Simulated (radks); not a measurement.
Initial-state core-level shifts of the silver ion Ag3+ when its valence configuration changes from [Kr] 4d8. Method: scalar-relativistic Kohn-Sham, BLYP, spin-polarised, spherical densities, finite nucleus; open shells are filled with parallel spins first (spin-orbit coupling, left out, can overturn this in heavy ions); Fermi nuclear charge, rms radius 4.5454 fm; computed with a radial shooting solver on a logarithmic mesh with Libxc functionals. Shifts are changes of the shell-averaged eigenvalues in eV (positive: less bound); the change of the density at the nucleus, which sets a Mossbauer isomer shift, is in e/bohr^3, on a base of 1.494e+05.

valence,3s,3p,3d,4p,density at nucleus
4d7 5s1,-6.140,-6.141,-6.188,-5.041,+46.32
4d7.5 5p0.5,-3.672,-3.672,-3.693,-3.138,+2.64
4d6.5 5s1 5p0.5,-9.936,-9.936,-10.010,-8.189,+51.29
4d6 5p2,-14.988,-14.987,-15.089,-12.489,+12.01
4d6.5 5p1.5,-11.172,-11.171,-11.243,-9.389,+8.65
4d5.5 5p2.5,-18.848,-18.846,-18.980,-15.571,+15.58
4d4.5 5p3.5,-27.038,-27.036,-27.246,-22.064,+23.36
4d7.5 5s0.5,-3.034,-3.035,-3.057,-2.512,+22.21
4d7 5p1,-7.399,-7.399,-7.444,-6.271,+5.53
